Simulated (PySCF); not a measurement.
**Correlation energy of Pd+ (palladium, charge +1)**

[Kr] 4d8 5s1, high-spin 4F determinant (an excited configuration). Computed with PySCF 2.14 in def2-TZVPPD with the def2 core potential (28 electrons) (6s4p3d2f1g, 56 functions), with a scalar-relativistic core potential. Frozen: nothing; 17 electrons correlated.

```csv
level,correlation energy (mhartree)
CCSD,-517.43
(T),-12.60
CCSD(T),-530.03
```

Diagnostics: T1 = 0.0087, D1 = 0.0383, largest double amplitude 0.021.

Cost of the coupled-cluster step: roughly 7 core-seconds, for 17 correlated electrons.

The basis has no tight functions for the innermost shells, so their pair energies are far from complete.

This basis was not built for core-valence correlation, so the inner-shell part is incomplete.
